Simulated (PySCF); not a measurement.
## Polarisability and C₆ of Xe²⁺ (xenon, charge +2)

[Kr] 4d10 5s2 5p4, high-spin 3P determinant. Calculation: PySCF 2.14, in aug-cc-pVQZ-DK3; the spin-free X2C one-electron Hamiltonian (Gaussian nucleus). Coupled (time-dependent) response in atomic units; α is the mean over directions.

```
method  mean α (bohr³)         α xx, yy, zz  C₆ (like pair)  S(−4)
   UHF           12.80  12.83, 12.73, 12.83           90.35  27.24
   PBE           12.86  12.76, 13.05, 12.76           90.66  27.90
  PBE0           12.76  12.70, 12.87, 12.70           89.79  27.22
  MN15           12.38  12.31, 12.54, 12.31           84.60  26.44
```

S(−4) is the Cauchy moment in α(ω) = α(0) + S(−4) ω² + …

Spin-orbit coupling is absent.

α(iu) at MN15:

```csv
u (hartree),α(iu) (bohr³)
0,12.38
0.0500,12.32
0.100,12.13
0.200,11.42
0.300,10.42
0.500,8.206
0.750,5.910
1.00,4.343
1.50,2.609
2.00,1.766
3.00,0.9987
5.00,0.4646
```

A single London oscillator, α(iu) = α/(1 + u²/ω²), gives C₆ = (3/4) ω α². Matching the computed C₆ needs ω = 4 × 84.60 / (3 × 12.38²) = 0.736 hartree.

For an ion, C₆ is the dispersion term alone; charge-induced terms of lower order in 1/R come first.

The components differ because the open shell of this determinant is not spherical; for a pure term their mean is the scalar polarisability.
